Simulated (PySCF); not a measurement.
**RbH⁻: frontier orbitals**

ωB97X at R = 2.550 Å; Rb aug-cc-pVDZ-X2C, H aug-cc-pVDZ-DK; spin-free X2C with a Gaussian nucleus (PySCF 2.14). State: ²Σ⁺ (doublet), unpaired electrons σ ↑. Only the outer orbitals are listed, counted within each symmetry.

| spin | orbital | occ. | ε (eV) | on Rb (%) | main shells (%) |
| --- | --- | --- | --- | --- | --- |
| α | 7σ | 1 | -34.20 | 100 | 100 Rb s |
| α | 4π | 1 | -16.97 | 100 | 100 Rb p |
| α | 4π | 1 | -16.97 | 100 | 100 Rb p |
| α | 8σ | 1 | -16.73 | 100 | 100 Rb p |
| α | 9σ | 1 | -3.54 | 12 | 88 H s |
| α | 10σ | 1 | -0.41 | 100 | 60 Rb s, 38 Rb p |
| α | 5π | 0 | 1.73 | 100 | 99 Rb p |
| α | 5π | 0 | 1.73 | 100 | 99 Rb p |
| α | 11σ | 0 | 1.90 | 94 | 85 Rb p |
| β | 7σ | 1 | -34.19 | 100 | 100 Rb s |
| β | 4π | 1 | -16.98 | 100 | 100 Rb p |
| β | 4π | 1 | -16.98 | 100 | 100 Rb p |
| β | 8σ | 1 | -16.72 | 100 | 100 Rb p |
| β | 9σ | 1 | -3.46 | 15 | 85 H s |
| β | 10σ | 0 | 2.31 | 92 | 59 Rb p, 17 Rb d, 16 Rb s |
| β | 5π | 0 | 2.63 | 100 | 64 Rb p, 36 Rb d |
| β | 5π | 0 | 2.63 | 100 | 64 Rb p, 36 Rb d |

Q: Which are the highest filled and the lowest empty level, where do they sit, and how wide is the gap?

A: Highest filled α 10σ at -0.41 eV (in %: 60 Rb s, 38 Rb p); lowest empty α 5π at 1.73 eV (in %: 99 Rb p); the gap at ωB97X is 2.14 eV. An empty level above zero is unbound, and its energy depends on the basis.

```
bond order (Mayer)                                                                                                : 0.41
⟨S²⟩                                                                                                              : 0.750
charge on Rb (Mulliken, basis-dependent)                                                                          : -0.26
charge on Rb (Löwdin, basis-dependent)                                                                            : -0.27
dipole moment (positive dipole points towards H; it is taken about the centre of mass and depends on that origin) : 3.84 D
```

Spin–orbit coupling is left out. The state was picked by a PBE0 search and need not be the measured ground state.
